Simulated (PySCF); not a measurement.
## Correlation energy of Ru(29+) (ruthenium, charge +29)

[Ne] 3s2 3p3, high-spin 4S determinant. Computed with PySCF 2.14 in an uncontracted even-tempered set (16 s from 4.1 bohr⁻², ratio 2.5; 10 p from 5.4 bohr⁻², ratio 2.5; 5 d from 23 bohr⁻², ratio 2.7; 4 f from 34 bohr⁻², ratio 2.7), with the non-relativistic Hamiltonian (point nucleus). Frozen: 1s2; 13 electrons correlated; the 17 highest virtual orbitals of each spin left out.

```json
{"level": "CCSD", "correlation energy (mhartree)": "-505.19"}
{"level": "(T)", "correlation energy (mhartree)": "-1.33"}
{"level": "CCSD(T)", "correlation energy (mhartree)": "-506.52"}
```

Diagnostics: T1 = 0.00045, D1 = 0.0014, largest double amplitude 0.029.

Problem. Is a single reference adequate?

Solution. Yes, within this model without spin-orbit coupling: T1 lies below 0.03 and no double amplitude reaches 0.07.

At this charge a non-relativistic calculation is a model, useful for the Z dependence of the correlation energy.

Spin-orbit coupling is strong in this species, so the high-spin LS determinant is a model state.
